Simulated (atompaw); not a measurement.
manganese (Mn) PAW (atompaw): all-electron and pseudo phase curves

atompaw 4.2.0.5 input, output lines left out:

```
Mn 25
GGA-PBE scalarrelativistic loggrid 1500 logderivrange -6 5 276
4 4 3 0 0 0
4 1 0
3 2 5
0 0 0
c
c
c
v
c
v
v
v
2
2.75 2.40 2.00 2.20
y
0.3
n
n
y
0.3
n
custom polynom vanderbiltortho besselshape
bessel
2.75
2.75
1.00
1.40
1.00
1.00
```

The phase is arctan(r·u′/u) with u = r·R(r), unwrapped; energies in Ry, scanned from -6 to 5 Ry. A pole is an energy at which the radial function vanishes at the test radius. The pseudo phase is shifted by a multiple of π to meet the all-electron one at the reference energy, and phase errors are pseudo minus all-electron; the curves can meet again beyond the range given. Levels narrower than the energy grid can be missing from the lists of poles.

```tsv
channel	radius (bohr)	reference energy (Ry)	poles, all-electron	poles, pseudo	unbroken range about the reference energy with phases within 0.05 rad	phase error 1 Ry above the reference energy (rad)
s	2.76	-0.38	1.22	1.21, 4.44	below 3.2	-0.000
p	2.76	-0.10	-4.02, 2.11	-4.02, 2.14	below 4.3	+0.001
d	2.76	-0.50	-0.38, 3.67	-0.38, 3.69	the whole range	+0.000
```

Phases in the p channel:

| E (Ry) | all-electron | pseudo |
| --- | --- | --- |
| -6.00 | 1.416 | 1.416 |
| -5.52 | 1.408 | 1.408 |
| -5.04 | 1.399 | 1.399 |
| -4.56 | 1.387 | 1.387 |
| -4.08 | 1.321 | 1.321 |
| -3.60 | -1.765 | -1.765 |
| -3.12 | -1.787 | -1.787 |
| -2.64 | -1.810 | -1.810 |
| -2.16 | -1.841 | -1.841 |
| -1.68 | -1.885 | -1.885 |
| -1.20 | -1.956 | -1.956 |
| -0.72 | -2.090 | -2.090 |
| -0.24 | -2.432 | -2.432 |
| 0.24 | -3.460 | -3.460 |
| 0.72 | -4.269 | -4.268 |
| 1.20 | -4.529 | -4.527 |
| 1.68 | -4.646 | -4.644 |
| 2.16 | -4.718 | -4.715 |
| 2.64 | -4.775 | -4.770 |
| 3.12 | -4.829 | -4.820 |
| 3.60 | -4.892 | -4.876 |
| 4.08 | -4.983 | -4.951 |
| 4.56 | -5.158 | -5.074 |
